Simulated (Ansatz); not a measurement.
Frontier orbitals of C$_{2}$H$_{4}$BNS$_{2}$, SMILES `CSC1=NBS1`.

Total charge 0; spin multiplicity 1. Geometry: relaxed with PBE0-D4/def2-TZVP. Basis def2-TZVPP, Ansatz 0.2.0.

Orbital energies of one run (eV). Highest occupied ones, from the top: -7.27, -7.89, -8.18, -9.14, -10.78, -11.73, -11.82, -12.68, -13.31, -13.31, -13.69, -15.91, -20.22, -21.10. Empty: -2.02, -0.42, 0.88, 1.01, 1.85, 2.36.

Q: Which functional gave them?
A. HSE06 (plane-wave form)
B. r2SCAN0
C. LDA (SPW92)
D. BLYP

A: B. HOMO energies: r2SCAN0 -7.27, HSE06 -6.71, LDA (SPW92) -6.11, BLYP -5.77 eV.
